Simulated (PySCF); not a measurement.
Tl⁷³⁺ (thallium, charge +73) across methods

[He] 2s2 2p4, high-spin 3P determinant. Calculation: PySCF 2.14, in an uncontracted even-tempered set (18 s from 53 bohr⁻², ratio 2.2; 13 p from 68 bohr⁻², ratio 2.2; 5 d from 270 bohr⁻², ratio 2.4; 5 f from 400 bohr⁻², ratio 2.4; 4 g from 600 bohr⁻², ratio 2.4); scalar relativity by spin-free X2C-1e.

```tsv
method	E (hartree)	mean ε 2s β (eV)	mean ε 2p α (eV)	mean ε 2p β (eV)	Σ⟨r²⟩ (bohr²)	⟨S²⟩
LDA	-12059.50	-22222.3	-20343.6	-20271.7	0.02863	2.000
r2SCAN	-12071.23	-22251.8	-20375.1	-20307.9	0.02859	2.000
UHF	-12069.76840	-22406.0	-20545.8	-20467.7	0.02859	2.000
PBE0	-12070.89	-22280.4	-20400.1	-20333.1	0.02860	2.000
PBE	-12071.17	-22237.8	-20351.1	-20287.7	0.02861	2.000
B97-3	-12070.79	-22284.0	-20402.7	-20335.6	0.02860	2.000
```

(1) Estimate the same row for revPBE.

Spin-orbit coupling is strong in this species (close to jj coupling), so the high-spin LS determinant is a model state, not a physical level.

Answers

(1) E (hartree) = -12072.12; mean ε 2s β (eV) = -22238.7; mean ε 2p α (eV) = -20351.2; mean ε 2p β (eV) = -20288.3; Σ⟨r²⟩ (bohr²) = 0.02860; ⟨S²⟩ = 2.000.
